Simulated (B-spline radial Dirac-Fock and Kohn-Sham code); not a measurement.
Z = 56 (barium), transition energy 37.9 keV. Method: a Dirac-Hartree-Slater potential of the neutral atom with a Latter tail (no hole, which puts coefficients of high multipoles low close above an edge), finite nucleus with surface currents. Computed with a radial atomic solver. The K shell is not open to conversion at this energy. Subshells that would emit electrons below 1 keV are left out.

Task: A pure transition shows α(L) = 246000, L1/L2 = 6.00 and L1/L3 = 0.176. What is its multipolarity?
A. M4
B. E3
C. E1
D. M1
E. E2
F. M3
G. E4
H. M2

Result: A. For comparison, α(L), L1/L2, L1/L3 are E1 0.427, 2.96, 1.99; E2 55.0, 0.0405, 0.0298; E3 4190, 0.00545, 0.00420; E4 173000, 0.0111, 0.00874; M1 1.95, 11.9, 52.9; M2 105, 10.4, 2.77; M3 5780, 7.75, 0.438.
